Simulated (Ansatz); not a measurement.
`F[SiH](Br)Br` and `F[SiH2][SiH](F)Br` differ in one atom or group.

Ansatz, PBE0-D4/def2-TZVP geometries, multiplicity 1. Each molecule was computed in one conformer, which needn't be the lowest.

Scalar relativity is left out up to krypton. Spin–orbit coupling is left out; it splits and shifts lone-pair levels of the heavy atoms by tenths of an eV.

| property | `F[SiH](Br)Br` |
| --- | --- |
| HOMO energy (PBE0/def2-TZVPP) / eV | -8.84 |
| HOMO energy (ωB97M-V/def2-TZVPP) / eV | -11.02 |
| HOMO energy (B3LYP/def2-TZVPP) / eV | -8.56 |
| size of the dipole moment (PBE/def2-TZVPP) / D | 0.87 |
| size of the dipole moment (B3LYP/def2-TZVPP) / D | 0.96 |
| HOMO–LUMO gap (ωB97M-V/def2-TZVPP) / eV | 12.48 |

What does the change do to each property? (Best estimate.)

Computed: 
```tsv
property	`F[SiH2][SiH](F)Br`	shift
HOMO energy (PBE0/def2-TZVPP) / eV	-8.27	0.57
HOMO energy (ωB97M-V/def2-TZVPP) / eV	-10.33	0.69
HOMO energy (B3LYP/def2-TZVPP) / eV	-8.06	0.50
size of the dipole moment (PBE/def2-TZVPP) / D	0.95	0.08
size of the dipole moment (B3LYP/def2-TZVPP) / D	1.07	0.11
HOMO–LUMO gap (ωB97M-V/def2-TZVPP) / eV	10.74	-1.74
```

With PBE0 the HOMO rises by 0.57 eV and the LUMO falls by 0.90 eV, so the gap narrows by about 1.47 eV. PBE moves the HOMO by 0.51 eV and ωB97M-V by 0.69 eV. The zero-point energy changes by 50.0 kJ/mol with +9 modes. Dipoles are sizes alone; their direction can turn.

Positive LUMOs are unbound, so they and the gaps depend on the basis.

B3LYP here is the variant with VWN-RPA as its local correlation; programs differ in this.
